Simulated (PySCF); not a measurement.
A structure optimised at PBE0-D3(BJ)/def2-SVP, used in a PySCF frequency run:

```xyz
13

C     -1.2203     2.2863     0.6409
C     -1.0825     1.1035     0.3955
C     -0.8219    -0.2592     0.0718
C     -1.7077    -1.2448     0.3138
Si     0.8650    -0.6268    -0.7152
N      2.2409    -0.1212     0.1988
H     -1.3680     3.3266     0.8638
H     -2.6859    -1.0490     0.7654
H     -1.4731    -2.2831     0.0598
H      0.9310     0.0882    -2.0234
H      0.9096    -2.1094    -0.8957
H      2.4772     0.8653     0.2069
H      2.4075    -0.5302     1.1120
```
Charge 0, spin multiplicity 1.

Problem. Write its SMILES and formula.

Solution. C#CC(=C)[SiH2]N, C4H7NSi

Problem. What are its rotational constants (standard atomic weights)?

Solution. 3.8376, 2.1189, 1.5035 GHz
